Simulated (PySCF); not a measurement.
First SCF of a structure search on singlet AlCl3, at a hand-made trigonal pyramidal geometry. PySCF input:

```python
from pyscf import gto, scf, dft
mol = gto.M(atom='''
Al     0.000000     0.000000     0.000000
Cl     1.986600     0.000000     1.056300
Cl    -0.993300     1.720500     1.056300
Cl    -0.993300    -1.720500     1.056300''',
    basis={'Al': 'def2-TZVP', 'Cl': 'def2-TZVP'},
    charge=0, spin=0)
mf = dft.RKS(mol, xc='PBE0')
mf.grids.atom_grid = (50, 194)
aux = {'Al': 'def2-universal-JKFIT', 'Cl': 'def2-universal-JKFIT'}
mf = mf.density_fit(auxbasis=aux)
mf.conv_tol = 1e-08
mf.diis_space = 10
mf.max_cycle = 60
mf.init_guess = 'minao'
mf.verbose = 4
mf.kernel()
```

Excerpt of the output (cycles and frontier levels):

```
init E= -1622.67703151409
  HOMO = -0.366699447673677  LUMO = -0.166313660058417  gap/eV = 5.45278
cycle= 1 E= -1622.55036155427  delta_E= 0.127  |g|= 0.507  |ddm|= 1.88
  HOMO = -0.268541580093773  LUMO = -0.22706597039841  gap/eV = 1.12861
cycle= 2 E= -1622.38894387428  delta_E= 0.161  |g|= 0.926  |ddm|= 1.51
  HOMO = -0.31414674027362  LUMO = -0.183868822869151  gap/eV = 3.54504
cycle= 3 E= -1622.64499345687  delta_E= -0.256  |g|= 0.0508  |ddm|= 0.921
  HOMO = -0.322529501784115  LUMO = -0.189479407551268  gap/eV = 3.62048
cycle= 4 E= -1622.64532874887  delta_E= -0.000335  |g|= 0.0263  |ddm|= 0.0574
  HOMO = -0.320865608967284  LUMO = -0.186384057378429  gap/eV = 3.65943
cycle= 5 E= -1622.64552092019  delta_E= -0.000192  |g|= 0.00403  |ddm|= 0.0222
  HOMO = -0.321355882988808  LUMO = -0.186059376285385  gap/eV = 3.68161
cycle= 6 E= -1622.64552437253  delta_E= -3.45e-06  |g|= 0.00113  |ddm|= 0.00361
  HOMO = -0.321336447880852  LUMO = -0.18600470141449  gap/eV = 3.68256
cycle= 7 E= -1622.64552464949  delta_E= -2.77e-07  |g|= 0.000349  |ddm|= 0.000944
  HOMO = -0.321351109714771  LUMO = -0.18601431758513  gap/eV = 3.68270
cycle= 8 E= -1622.64552468153  delta_E= -3.2e-08  |g|= 5.24e-05  |ddm|= 0.000254
  HOMO = -0.321355797994179  LUMO = -0.18601532511035  gap/eV = 3.68280
cycle= 9 E= -1622.64552468209  delta_E= -5.62e-10  |g|= 7.8e-06  |ddm|= 4.56e-05
  HOMO = -0.321355193859998  LUMO = -0.18601305203855  gap/eV = 3.68285
Extra cycle  E= -1622.6455246821  delta_E= -1.59e-11  |g|= 5.93e-06  |ddm|= 1.59e-05
converged SCF energy = -1622.6455246821
```

No lower solution of this spin was found by a stability analysis within the restricted form, which does not test spin polarisation.

The search for the lowest solution, with the stability check, took 8.6 s on 4 threads of a shared Arm Neoverse V1 host, with 148 basis functions; the process peaked at 0.46 GiB. Launch command: `OMP_NUM_THREADS=4 python axn.py task.json out`.
